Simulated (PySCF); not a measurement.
FGa, triplet, geometry from GFN2-xTB (such geometries of metal compounds can be far from the true shape) (the spin is typed, not shown lowest); B3LYP/6-31G* (PySCF).

PySCF was given this input:
```python
from pyscf import gto, scf, dft

mol = gto.M(
    atom='''
Ga   -0.000000   -0.000000   -0.435999
F     0.000000    0.000000    1.501774
''',
    basis='6-31g*',
    charge=0,
    spin=2,
    verbose=3,
)

mf = dft.UKS(mol)
mf.xc = 'b3lyp'
mf.kernel()
```

Output, abridged:

```
converged SCF energy = -2024.36220384967  <S^2> = 2.0050801  2S+1 = 3.0033848
```
